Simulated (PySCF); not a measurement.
Polarisability and C₆ of P+ (phosphorus, charge +1)

[Ne] 3s2 3p2, high-spin 3P determinant. All numbers are calculated (PySCF 2.14, no relativity, point nucleus, in aug-cc-pwCVQZ (10s9p7d5f3g, 134 functions)). Coupled (time-dependent) response in atomic units; α is the mean over directions.

| method | mean α (bohr³) | α xx, yy, zz | C₆ (like pair) | S(−4) |
| --- | --- | --- | --- | --- |
| revPBE | 14.51 | 13.89, 14.82, 14.82 | 75.03 | 70.12 |

S(−4) is the Cauchy moment in α(ω) = α(0) + S(−4) ω² + …

α(iu) at revPBE:

| u (hartree) | α(iu) (bohr³) |
| --- | --- |
| 0 | 14.51 |
| 0.0500 | 14.34 |
| 0.100 | 13.85 |
| 0.200 | 12.20 |
| 0.300 | 10.23 |
| 0.500 | 6.828 |
| 0.750 | 4.219 |
| 1.00 | 2.795 |
| 1.50 | 1.476 |
| 2.00 | 0.9248 |
| 3.00 | 0.4835 |
| 5.00 | 0.2224 |

For an ion, C₆ is the dispersion term alone; charge-induced terms of lower order in 1/R come first.

The components differ because the open shell of this determinant is not spherical; for a pure term their mean is the scalar polarisability.
